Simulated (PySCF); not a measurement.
C4H2F4SSi, SMILES Fc1ccc([Si](F)(F)F)s1 (GFN2-xTB optimised geometry):

```
12

F     -1.850    -2.967     0.000
C     -1.062    -1.896     0.000
C      0.297    -1.896     0.000
C      0.800    -0.582     0.000
C     -0.168     0.387     0.000
Si     0.078     2.222     0.000
F      1.617     2.597    -0.008
F     -0.542     2.966     1.254
F     -0.555     2.967    -1.247
S     -1.759    -0.320     0.000
H      0.896    -2.787     0.000
H      1.850    -0.350     0.000
```

Level of theory: PBE/def2-TZVP (PySCF 2.14.0).

Task: What are the frontier orbital energies and the dipole moment?

Result: HOMO-2 -9.06 eV, HOMO-1 -7.10 eV, HOMO -6.47 eV, LUMO -2.30 eV, LUMO+1 -1.32 eV; dipole moment 2.58 D.

Meta-Löwdin charges at PBE/def2-TZVP: F1 -0.21, C2 0.16, C3 -0.20, C4 -0.11, C5 -0.43, Si6 1.58, F7 -0.47, F8 -0.47, F9 -0.47, S10 0.31, H11 0.15, H12 0.15.
